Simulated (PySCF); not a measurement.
**Single point on KF**

State: ¹Σ⁺ (singlet), closed shell.

An equivalent input (the run itself took its basis sets from the Basis Set Exchange, started from a PBE0 density and held the occupation σ 8α 8β, πx 3α 3β, πy 3α 3β):

```python
from pyscf import gto, dft
mol = gto.M(atom='K 0 0 0; F 0 0 2.226', basis={'K': 'def2-SVPD', 'F': 'def2-SVPD'},
            charge=0, spin=0, verbose=4, symmetry='C2v')
mf = dft.UKS(mol, xc='PBE')
mf.grids.atom_grid = (80, 434)
mf.grids.prune = dft.gen_grid.treutler_prune
mf.irrep_nelec = {'A1': (8, 8), 'B1': (3, 3), 'B2': (3, 3)}
mf.conv_tol = 1e-9
mf.max_cycle = 60
mf.diis_space = 10
mf.kernel()
```

The log (some set-up lines and the per-cycle HOMO/LUMO lines removed):

```
******** <class 'pyscf.dft.uks_symm.SymAdaptedUKS'> ********
method = SymAdaptedUKS
damping factor = 0
level_shift factor = 0
DIIS = <class 'pyscf.scf.diis.CDIIS'>
diis_start_cycle = 1
diis_space = 10
diis_damp = 0
SCF conv_tol = 1e-09
SCF conv_tol_grad = None
SCF max_cycles = 60
number electrons alpha = 14  beta = 14
Set gradient conv threshold to 3.16228e-05
init E= -699.356160633019
cycle= 1 E= -699.355478476624  delta_E= 0.000682  |g|= 0.0736  |ddm|= 0.15
cycle= 2 E= -699.344270912218  delta_E= 0.0112  |g|= 0.193  |ddm|= 0.177
cycle= 3 E= -699.357643886341  delta_E= -0.0134  |g|= 0.00981  |ddm|= 0.11
cycle= 4 E= -699.357687484546  delta_E= -4.36e-05  |g|= 0.000392  |ddm|= 0.0096
cycle= 5 E= -699.357687562805  delta_E= -7.83e-08  |g|= 0.000147  |ddm|= 0.000458
cycle= 6 E= -699.357687571022  delta_E= -8.22e-09  |g|= 2.34e-05  |ddm|= 9.71e-05
cycle= 7 E= -699.357687571224  delta_E= -2.02e-10  |g|= 1.84e-06  |ddm|= 1.53e-05
Extra cycle  E= -699.357687571216  delta_E= 7.84e-12  |g|= 4.91e-06  |ddm|= 4.54e-06
converged SCF energy = -699.357687571216  <S^2> = -1.0658141e-14  2S+1 = 1
```

Repeating this along the bond gives Re = 2.233 Å and ωe = 405 cm⁻¹.

A point of this curve took 0.5 CPU seconds beside 0.058 for the integrals, on Arm Neoverse V1 (shared host).
